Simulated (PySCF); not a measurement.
Tetralin, C10H12, SMILES c1ccc2c(c1)CCCC2 (GFN2-xTB optimised geometry):

```
22

C     -0.596     2.925     2.366
C      0.596     2.541     2.959
C      1.182     1.344     2.598
C      0.600     0.512     1.648
C     -0.600     0.896     1.054
C     -1.182     2.104     1.422
C     -1.266     0.053     0.000
C     -0.762    -1.385     0.000
C      0.762    -1.385     0.000
C      1.266    -0.795     1.312
H     -1.065     3.859     2.639
H      1.065     3.174     3.698
H      2.112     1.041     3.059
H     -2.112     2.400     0.957
H     -2.349     0.075     0.147
H     -1.064     0.504    -0.978
H     -1.146    -1.912    -0.876
H     -1.123    -1.903     0.891
H      1.123    -0.785    -0.838
H      1.146    -2.400    -0.121
H      1.064    -1.501     2.124
H      2.349    -0.652     1.271
```

Computed with B3LYP/def2-SVP in PySCF.

What are the frontier orbital energies and the dipole moment?

HOMO-2 -8.41 eV, HOMO-1 -6.66 eV, HOMO -6.47 eV, LUMO -0.13 eV, LUMO+1 0.07 eV; dipole moment 0.62 D.

On the same geometry PBE/def2-SVP (PySCF) gives HOMO-2 -7.22 eV, HOMO-1 -5.89 eV, HOMO -5.71 eV, LUMO -0.87 eV, LUMO+1 -0.68 eV; dipole moment 0.68 D.

Meta-Löwdin charges at B3LYP/def2-SVP: C1 -0.11, C2 -0.11, C3 -0.11, C4 0.00, C5 0.00, C6 -0.11, C7 -0.17, C8 -0.16, C9 -0.16, C10 -0.17, H11 0.10, H12 0.10, H13 0.09, H14 0.09, H15 0.09, H16 0.09, H17 0.09, H18 0.08, H19 0.08, H20 0.09, H21 0.09, H22 0.09.
